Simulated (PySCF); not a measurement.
PySCF input for ClF2H3SSi2, SMILES [SiH](F)(F)S[SiH2]Cl, PBE-D3(BJ)/def2-SVP. Coordinates come from a PBE-D3(BJ)/def2-SVP optimisation. This is a generated structure with no PubChem entry under its InChIKey; it may be hypothetical. The values are those of a single conformer.

```python
import numpy as np
from pyscf import gto, scf, dft, df
from pyscf.hessian import thermo

mol = gto.M(
    atom='''
    Si    1.27891441    0.32138036   -1.06472933
    F     2.41296967   -0.18670577   -0.01935629
    F     0.74164756    1.75708960   -0.50927120
    S    -0.35843304   -1.04371346   -1.17243698
    Si   -1.68492965   -0.12799724    0.27764924
    Cl   -0.82073798   -0.04971162    2.16213841
    H     1.91008179    0.49567846   -2.39955498
    H    -2.06742357    1.25802288   -0.12818884
    H    -2.86252550   -1.05000634    0.30715095
    ''',
    basis='def2-SVP',
    charge=0,
    spin=0,
    max_memory=1600,
    verbose=3,
)
mf = dft.RKS(mol, xc='pbe').density_fit(auxbasis='def2-universal-jkfit')
mf.disp = 'd3bj'
mf.grids.level = 3
mf.conv_tol = 1e-11
mf.max_cycle = 100
mf.kernel()

# [left out here: the lines that compute and print the analytic Hessian (its translational invariance restored by hand, since the grid's response is missing), thermochemistry and intensities]
```

Log of the run:

```
converged SCF energy = -1637.63606569832

WARN: DFTD3 does not support analytical Hessian, using finite difference


WARN: Mole.unit (angstrom) is changed to Bohr

Mode                                 0                   1                   2
Irrep
Freq [cm^-1]                       31.9972             51.1155            111.1906
Reduced mass [au]                  14.2145             11.2364              6.3182
Force const [Dyne/A]                0.0086              0.0173              0.0460
Char temp [K]                      46.0369             73.5439            159.9785
Normal mode                   x     y     z       x     y     z       x     y     z
       0  Si                 0.00  0.01 -0.02   -0.02  0.01  0.03    0.03  0.01 -0.02
       1   F                 0.09 -0.01 -0.13   -0.01 -0.04 -0.00    0.00 -0.04 -0.01
       2   F                 0.00 -0.03  0.08   -0.04 -0.03  0.12    0.10  0.04 -0.03
       3   S                 0.03 -0.02  0.04   -0.00 -0.01 -0.03   -0.01  0.05 -0.02
       4  Si                -0.00  0.01 -0.01   -0.01 -0.04 -0.02   -0.04 -0.10  0.04
       5  Cl                -0.07  0.02  0.02    0.06  0.08 -0.05   -0.03  0.04  0.03
       6   H                -0.10  0.10 -0.06   -0.02  0.10  0.04    0.03 -0.04 -0.02
       7   H                 0.02  0.01 -0.04   -0.11 -0.08 -0.05   -0.20 -0.14  0.04
       8   H                -0.01  0.02 -0.04    0.05 -0.11  0.06    0.06 -0.23  0.07
Mode                                 3                   4                   5
Irrep
Freq [cm^-1]                      171.1016            205.3493            270.7520
Reduced mass [au]                  16.2301             15.3313             12.1884
Force const [Dyne/A]                0.2799              0.3809              0.5264
Char temp [K]                     246.1772            295.4519            389.5519
Normal mode                   x     y     z       x     y     z       x     y     z
       0  Si                -0.00 -0.00  0.03    0.04 -0.06  0.01    0.05  0.02  0.01
       1   F                 0.05  0.03 -0.01    0.11  0.09  0.01    0.01 -0.11 -0.02
       2   F                 0.06  0.04 -0.00   -0.05 -0.09 -0.00   -0.12 -0.01 -0.06
       3   S                -0.02 -0.00  0.08   -0.05  0.05 -0.05    0.04  0.06  0.05
       4  Si                -0.09  0.00 -0.01   -0.03  0.00  0.02   -0.03  0.01  0.01
       5  Cl                 0.04 -0.03 -0.08   -0.00  0.01  0.01    0.01 -0.01 -0.01
       6   H                -0.06 -0.07 -0.00    0.05 -0.09  0.01    0.10  0.07  0.04
       7   H                -0.10  0.00 -0.01   -0.08 -0.00  0.05   -0.12 -0.01  0.04
       8   H                -0.09 -0.00  0.00    0.00 -0.04  0.02    0.03 -0.06 -0.01
Mode                                 6                   7                   8
Irrep
Freq [cm^-1]                      342.6795            461.1027            513.4389
Reduced mass [au]                  13.2843              8.8524             10.1603
Force const [Dyne/A]                0.9191              1.1089              1.5781
Char temp [K]                     493.0396            663.4242            738.7242
Normal mode                   x     y     z       x     y     z       x     y     z
       0  Si                -0.03  0.01  0.11    0.05  0.04 -0.02   -0.09 -0.06  0.03
       1   F                 0.09 -0.05 -0.04    0.01 -0.01  0.01   -0.02  0.01 -0.03
       2   F                -0.02  0.09 -0.06   -0.00  0.02  0.00    0.02 -0.01 -0.01
       3   S                -0.03 -0.03 -0.04    0.03 -0.08 -0.06    0.11  0.04 -0.03
       4  Si                 0.03 -0.01 -0.02   -0.11  0.04  0.02   -0.04  0.03  0.00
       5  Cl                -0.00  0.01  0.01    0.02  0.00  0.04    0.01 -0.00  0.02
       6   H                -0.08 -0.02  0.09    0.11  0.13  0.03   -0.14 -0.14 -0.00
       7   H                 0.12  0.01 -0.02    0.01  0.06  0.01   -0.13  0.00 -0.01
       8   H                -0.03  0.07  0.01   -0.17  0.12  0.06    0.05 -0.08 -0.02
Mode                                 9                  10                  11
Irrep
Freq [cm^-1]                      551.8765            558.0860            677.9385
Reduced mass [au]                  11.2380              1.3342              1.0308
Force const [Dyne/A]                2.0166              0.2448              0.2791
Char temp [K]                     794.0274            802.9614            975.4026
Normal mode                   x     y     z       x     y     z       x     y     z
       0  Si                -0.01 -0.00  0.00    0.00  0.00  0.00   -0.01 -0.00  0.00
       1   F                 0.01 -0.00  0.00    0.01 -0.00  0.00    0.00  0.00  0.00
       2   F                -0.00  0.01 -0.00    0.01  0.02 -0.00    0.00  0.00 -0.00
       3   S                 0.03 -0.01 -0.03   -0.02 -0.04 -0.01   -0.00 -0.02 -0.00
       4  Si                 0.02  0.01  0.13    0.03  0.07  0.00   -0.00 -0.01  0.01
       5  Cl                -0.04 -0.00 -0.09   -0.01 -0.02 -0.00    0.00  0.02 -0.01
       6   H                 0.02  0.04  0.02    0.05  0.10  0.04    0.01  0.09  0.02
       7   H                 0.11  0.03  0.10   -0.61 -0.09  0.04   -0.03  0.18  0.66
       8   H                -0.03  0.08  0.16    0.40 -0.41  0.15    0.05 -0.10 -0.69
Mode                                12                  13                  14
Irrep
Freq [cm^-1]                      765.4686            802.5689            814.3783
Reduced mass [au]                   1.1652              1.1525              1.7294
Force const [Dyne/A]                0.4023              0.4374              0.6758
Char temp [K]                    1101.3388           1154.7180           1171.7091
Normal mode                   x     y     z       x     y     z       x     y     z
       0  Si                -0.03 -0.02  0.02   -0.01 -0.02 -0.01    0.01  0.03  0.05
       1   F                 0.00  0.02 -0.00   -0.01  0.01 -0.04   -0.06  0.03 -0.07
       2   F                 0.04 -0.04 -0.04   -0.01  0.05  0.03    0.03 -0.07 -0.02
       3   S                -0.01  0.01  0.01   -0.00 -0.00  0.00    0.00 -0.00  0.00
       4  Si                -0.01 -0.00  0.01   -0.01  0.00  0.02    0.01 -0.01 -0.03
       5  Cl                 0.00 -0.00  0.00    0.00 -0.00  0.00   -0.01  0.00 -0.00
       6   H                 0.14  0.84  0.20    0.72 -0.28  0.30    0.36 -0.03  0.21
       7   H                 0.11 -0.05 -0.24    0.11 -0.06 -0.27   -0.10  0.10  0.42
       8   H                 0.03 -0.05 -0.11    0.07 -0.10 -0.26   -0.10  0.14  0.40
Mode                                15                  16                  17
Irrep
Freq [cm^-1]                      870.3739            906.1289            939.8169
Reduced mass [au]                   2.4742              1.0668              9.6943
Force const [Dyne/A]                1.1043              0.5161              5.0449
Char temp [K]                    1252.2743           1303.7177           1352.1873
Normal mode                   x     y     z       x     y     z       x     y     z
       0  Si                -0.04 -0.06 -0.07   -0.01 -0.01 -0.01   -0.09  0.09 -0.03
       1   F                 0.06 -0.02  0.05    0.01 -0.00  0.01    0.09 -0.04  0.07
       2   F                -0.02  0.09  0.03   -0.00  0.01  0.00    0.03 -0.09 -0.03
       3   S                 0.01  0.01  0.01    0.00  0.00  0.00    0.00 -0.00  0.00
       4  Si                -0.00 -0.01 -0.04    0.03 -0.01  0.01    0.00  0.00 -0.00
       5  Cl                -0.00  0.00  0.00    0.00  0.00  0.00    0.00 -0.00  0.00
       6   H                 0.20  0.20  0.08    0.07  0.06  0.04    0.18 -0.17  0.06
       7   H                 0.05  0.11  0.36   -0.63 -0.21 -0.09   -0.01  0.00 -0.00
       8   H                -0.04  0.06  0.38   -0.41  0.52 -0.21    0.02 -0.02 -0.01
Mode                                18                  19                  20
Irrep
Freq [cm^-1]                     2201.1526           2218.3693           2255.3115
Reduced mass [au]                   1.0296              1.0545              1.0431
Force const [Dyne/A]                2.9392              3.0576              3.1259
Char temp [K]                    3166.9685           3191.7395           3244.8911
Normal mode                   x     y     z       x     y     z       x     y     z
       0  Si                -0.00 -0.00 -0.00   -0.00  0.00  0.00    0.01  0.00 -0.03
       1   F                 0.00  0.00  0.00   -0.00 -0.00 -0.00    0.00 -0.00  0.00
       2   F                -0.00  0.00  0.00    0.00 -0.00 -0.00   -0.00  0.00  0.00
       3   S                 0.00  0.00 -0.00    0.00 -0.00 -0.00   -0.00 -0.00 -0.00
       4  Si                 0.03  0.00  0.00    0.01  0.04 -0.01   -0.00  0.00  0.00
       5  Cl                -0.00 -0.00 -0.00   -0.00 -0.00  0.00    0.00 -0.00 -0.00
       6   H                -0.00  0.00  0.01    0.00 -0.00 -0.01   -0.41 -0.11  0.88
       7   H                -0.12  0.51 -0.15    0.20 -0.76  0.22    0.00 -0.01  0.00
       8   H                -0.64 -0.52  0.02   -0.42 -0.33  0.01    0.00  0.00 -0.00
temperature 298.1500 [K]
pressure 101325.00 [Pa]
Rotational constants [GHz] 1.99103 1.07023 0.89300
Symmetry number 1
Zero-point energy (ZPE) 0.03581 [Eh]   94027.661 [J/mol]
                           tot       elec      trans        rot        vib
Entropy [J/mol/K]       399.923      0.000    172.403    123.488    104.033
Cv [J/mol/K]            117.384      0.000     12.472     12.472     92.441
Cp [J/mol/K]            125.699      0.000     20.786     12.472     92.441
Internal energy [J/mol]                      3718.434   3718.434 109180.272
Internal energy [Eh]   -1637.59165  -1637.63607
Enthalpy [J/mol]                             6197.391   3718.434 109180.272
Enthalpy [Eh]          -1637.59070
Gibbs free energy [J/mol]                  -45204.550 -33099.396  78162.976
Gibbs free energy [Eh] -1637.63612
mode   freq/cm-1   IR/(km/mol)
   1       32.00         0.573
   2       51.12         0.045
   3      111.19         1.674
   4      171.10         8.220
   5      205.35         2.256
   6      270.75        11.515
   7      342.68        16.878
   8      461.10        13.734
   9      513.44       133.463
  10      551.88        99.034
  11      558.09        13.172
  12      677.94         3.232
  13      765.47       122.769
  14      802.57       110.310
  15      814.38        38.097
  16      870.37       261.453
  17      906.13        72.316
  18      939.82       155.340
  19     2201.15        66.070
  20     2218.37        66.161
  21     2255.31        97.163
max |gradient| / (hartree/bohr): 0.000149075044256814
APT charges: [ 1.7058 -0.5753 -0.5733 -0.7166  1.3519 -0.4809 -0.237  -0.2374 -0.2372]
```

The run converged.
